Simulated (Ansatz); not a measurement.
The first iterations of a band of BrH + Cl2H2Sn (7 atoms, charge 0, multiplicity 1).

Theory: Ansatz 0.2.0, RHF/def2-mTZVP.

```json
{"movable images": "5", "climbing image": "yes", "spring": "5.0 eV/Å²", "optimiser": "quadratic models (default)", "start path": "through a guess of the saddle point", "force threshold": "0.03 eV/Å", "iteration limit": "60", "end points": "relaxed"}
```

First end point:

```xyz
7
Properties=species:S:1:pos:R:3
Sn -0.288 0.409 -0.257
Cl -0.382 0.104 2.062
H 1.266 -0.004 -0.771
H -0.849 1.968 -0.587
Cl -1.795 -1.113 -1.173
Br 2.186 -3.371 2.075
H 1.227 -2.479 2.626
```

Last end point:

```xyz
7
Properties=species:S:1:pos:R:3
Sn -0.216 -0.547 -0.439
Cl 1.314 0.312 3.212
H 1.279 0.199 -0.680
H -1.399 0.275 0.441
Cl -1.113 -1.005 -2.548
Br 0.174 -2.757 0.644
H 1.326 -0.963 3.346
```

| iteration | highest image above the first end (eV) | largest band force component (eV/Å) |
| --- | --- | --- |
| 1 | 3.124 | 3.691 |
| 2 | 2.248 | 1.168 |
| 3 | 2.127 | 1.367 |
| 4 | 1.831 | 0.833 |
| 5 | 1.601 | 0.918 |
| 6 | 1.258 | 0.801 |
| 7 | 1.218 | 0.963 |
| 8 | 1.624 | 0.835 |
| 9 | 1.792 | 0.956 |
| 10 | 1.714 | 0.463 |
| 11 | 1.680 | 0.207 |

Q: Does the band converge within its limit, and where does its top end?

A: The forces met the threshold. It ended after 33 iterations with the highest image 1.501 eV above the first end. Neighbouring images differ by up to 1.2 eV, so the band resolves the path poorly. A vibrational analysis at the climbing image gives one clearly imaginary mode, 600i cm⁻¹: a first-order saddle point. The orbitals stay closed-shell, which can raise the energy where a bond breaks towards radicals; this wasn't checked here.

Time of the run: 3.9 min on 4 threads of Arm Neoverse V2 (shared host), peak memory 0.36 GiB.
